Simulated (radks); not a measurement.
Task: The cadmium ion Cd2+, [Kr] 4d10. Method: non-relativistic Kohn-Sham, PBE, spin-polarised, spherical densities, point nucleus; computed with a radial shooting solver on a logarithmic mesh with Libxc functionals. Every spin shell is full or empty, so the densities are truly spherical. Functionals are evaluated on that one density, not self-consistently. Rank these orbital-free kinetic functionals by their error against the exact value of the orbitals, and give that value: Thomas-Fermi, von Weizsacker, TF + vW, TF + vW/9, TF + vW/5, LC94, APBEK, revAPBEK, Perdew 92, Thakkar, Pearson, LKT, PG1, DePristo-Kress, Ernzerhof.

Result: Exact: 5463.91 hartree. From best to worst, with 100 (|E| - |E exact|)/|E exact| (equal figures are ties): LC94 +0.08, DePristo-Kress -0.08, APBEK +0.13, revAPBEK +0.31, Ernzerhof -0.38, Thakkar -0.55, Perdew 92 -0.66, TF + vW/9 -0.67, Pearson -0.92, TF + vW/5 +3.07, Thomas-Fermi -5.35, PG1 +15.34, LKT +19.51, TF + vW +36.77, von Weizsacker -57.88.
